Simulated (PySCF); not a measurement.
## Dipole polarisabilities along the 5d series, charge +2

Calculated with PySCF 2.14 for the ground configurations, without spin-orbit coupling: coupled response for Hartree-Fock and DFT. Mean α in bohr³, C₆ of like pairs in atomic units.

```csv
species,α UHF,α PBE,α PBE0,C₆ UHF,C₆ PBE,C₆ PBE0
"Hf²⁺ [Xe] 4f14 5d2 (x2c-TZVPPall with one added diffuse shell each of s, p, d, f type, spin-free X2C)",14.64,16.39,15.51,76.19,84.38,80.10
"Ta²⁺ [Xe] 4f14 5d3 (x2c-TZVPPall with one added diffuse shell each of s, p, d, f type, spin-free X2C)",13.56,15.30,14.52,77.03,86.74,82.29
"W²⁺ [Xe] 4f14 5d4 (x2c-TZVPPall with one added diffuse shell each of s, p, d, f type, spin-free X2C)",12.32,13.98,13.22,73.76,84.08,79.32
"Re²⁺ [Xe] 4f14 5d5 (x2c-TZVPPall with one added diffuse shell each of s, p, d, f type, spin-free X2C)",11.06,12.49,11.91,68.29,77.86,73.95
"Os²⁺ [Xe] 4f14 5d6 (x2c-TZVPPall with one added diffuse shell each of s, p, d, f type, spin-free X2C)",10.43,11.77,11.26,65.79,75.25,71.61
"Ir²⁺ [Xe] 4f14 5d7 (x2c-TZVPPall with one added diffuse shell each of s, p, d, f type, spin-free X2C)",9.517,10.74,10.29,60.83,69.61,66.42
"Pt²⁺ [Xe] 4f14 5d8 (x2c-TZVPPall with one added diffuse shell each of s, p, d, f type, spin-free X2C)",8.716,9.812,9.416,56.07,64.03,61.18
"Au²⁺ [Xe] 4f14 5d9 (x2c-TZVPPall with one added diffuse shell each of s, p, d, f type, spin-free X2C)",8.099,9.076,8.712,52.28,59.53,56.87
"Hg²⁺ [Xe] 4f14 5d10 (x2c-TZVPPall with one added diffuse shell each of s, p, d, f type, spin-free X2C)",7.352,8.231,7.920,47.27,53.79,51.51
```
